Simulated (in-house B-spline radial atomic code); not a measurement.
Ionising Nd IV (Nd3+) with different functionals

Computed with an all-electron radial atomic-structure program (B-spline basis): scalar-relativistic (spin-free X2C) Hamiltonian, Fermi nucleus of rms radius 4.9123 fm, spin-polarised at highest spin, spherical fractional occupations for the functionals, the average over the highest-spin determinants for Hartree-Fock. The ionisation energy is the difference of two self-consistent energies, [Xe] 4f3 → [Xe] 4f2, without Breit or QED terms; ε is the level of the shell that loses the electron (its least bound occupied spin orbital). There is no spin-orbit coupling in this Hamiltonian.

Hybrids are left out here: with spherical fractional occupations of an open shell their exact exchange keeps a self-interaction that integer-occupation calculations don't have.

```json
{"method": "Hartree-Fock", "rung": "Hartree-Fock", "ΔSCF (eV)": "37.96", "-ε(4f) (eV)": "41.55"}
{"method": "LDA VWN5", "rung": "LDA", "ΔSCF (eV)": "41.26", "-ε(4f) (eV)": "32.03"}
{"method": "LDA PW92", "rung": "LDA", "ΔSCF (eV)": "41.25", "-ε(4f) (eV)": "32.02"}
{"method": "LDA exchange-only", "rung": "LDA", "ΔSCF (eV)": "39.52", "-ε(4f) (eV)": "30.37"}
{"method": "PBE", "rung": "GGA", "ΔSCF (eV)": "40.94", "-ε(4f) (eV)": "31.73"}
{"method": "PBEsol", "rung": "GGA", "ΔSCF (eV)": "40.99", "-ε(4f) (eV)": "31.77"}
{"method": "BLYP", "rung": "GGA", "ΔSCF (eV)": "40.73", "-ε(4f) (eV)": "31.52"}
{"method": "RPBE", "rung": "GGA", "ΔSCF (eV)": "40.88", "-ε(4f) (eV)": "31.67"}
{"method": "PW91", "rung": "GGA", "ΔSCF (eV)": "41.03", "-ε(4f) (eV)": "31.81"}
{"method": "BP86", "rung": "GGA", "ΔSCF (eV)": "41.03", "-ε(4f) (eV)": "31.81"}
{"method": "AM05", "rung": "GGA", "ΔSCF (eV)": "41.04", "-ε(4f) (eV)": "31.81"}
{"method": "OLYP", "rung": "GGA", "ΔSCF (eV)": "41.46", "-ε(4f) (eV)": "32.18"}
{"method": "TPSS", "rung": "meta-GGA", "ΔSCF (eV)": "40.69", "-ε(4f) (eV)": "31.50"}
{"method": "SCAN", "rung": "meta-GGA", "ΔSCF (eV)": "40.67", "-ε(4f) (eV)": "31.53"}
{"method": "r2SCAN", "rung": "meta-GGA", "ΔSCF (eV)": "40.70", "-ε(4f) (eV)": "31.52"}
{"method": "revTPSS", "rung": "meta-GGA", "ΔSCF (eV)": "40.70", "-ε(4f) (eV)": "31.51"}
```

Task: How do they compare with the NIST value?

Result: NIST lists 40.60 eV ± 0.04 (semi-empirical, ground level to ground level). Errors run from -2.64 to +0.86 eV; SCAN is closest (+0.07 eV), though others lie within the uncertainty of it, and part of that can be cancellation, since the calculations leave out spin-orbit coupling, Breit-QED terms, multiplet and fine-structure energies. Hartree-Fock also lacks correlation.
